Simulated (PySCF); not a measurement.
Species: C7H11O (doublet state).
Cartesian coordinates in Å at the GFN2-xTB level; atoms count from 1:
```xyz
19
C7H11O angstrom
C      2.8603    0.3576   -0.5488
O      1.4617    0.3430   -0.6634
C      0.8219   -0.1270    0.4964
C     -0.6767   -0.1042    0.2722
C     -1.4263   -0.8815   -0.8224
C     -2.4288   -0.0801    0.0181
C     -1.5109    1.1475   -0.0469
C     -1.7270   -0.5423    1.3037
H      3.2557   -0.6502   -0.3679
H      3.1864    1.0150    0.2673
H      3.2462    0.7342   -1.4937
H      1.1424   -1.1578    0.7242
H      1.0717    0.5106    1.3614
H     -1.2624   -0.5611   -1.8451
H     -1.4488   -1.9629   -0.7284
H     -1.6091    1.8861    0.7428
H     -1.3523    1.6026   -1.0182
H     -1.7719   -1.6003    1.5435
H     -1.8419    0.0801    2.1860
```

The hyperfine couplings belong to this conformer and change with its torsions.

Identity: `COCC12C[C](C1)C2` [radical].

Computed with UKS B3LYP, pcH-1 on C H O, non-relativistic, mean-field spin-orbit, GIAO in PySCF 2.14.0. Isolated species at its GFN2-xTB geometry (one conformer only). A GFN2-xTB geometry isn't a minimum of the functional, and hyperfine couplings can be far from their values at a DFT geometry. Stability of the SCF solution: not tested.

Q: Match the computed a_iso(13C) values +330.3, +102.8, +77.7, +9.8, +4.2 MHz (means over equivalent nuclei) with the sites C1; C3; C4; C5/C7/C8; C6.

A: 
| site | a_iso (MHz) | ρ(0) (bohr⁻³) | position | distance from C6 (Å) | spin population | largest \|T\| (MHz) |
| --- | --- | --- | --- | --- | --- | --- |
| C1 | +4.2 | +0.0037 | 5 bonds from C6 | 5.34 | 0.00 | 0.6 |
| C3 | +102.8 | +0.0914 | 3 bonds from C6 | 3.29 | +0.07 | 16.3 |
| C4 | +77.7 | +0.0692 | 2 bonds from C6 | 1.77 | +0.02 | 5.2 |
| C5/C7/C8 | +9.8 | +0.0087 | 1 bond from C6 | 1.53 | +0.04 | 16.2 |
| C6 | +330.3 | +0.2938 | largest spin population | 0.00 | +0.79 | 128.4 |

ρ(0) is the spin density at the nucleus and T the dipolar tensor; entries for several nuclei are means. The Mulliken spin populations are largest on C6 (+0.79) and C3 (+0.07). C6 is the only atom above +0.15. The angles at C6 add up to 270.5°, so it is pyramidal.

Class means assume fast exchange of nuclei equivalent by connectivity; if that motion is slow, each nucleus keeps its own coupling.
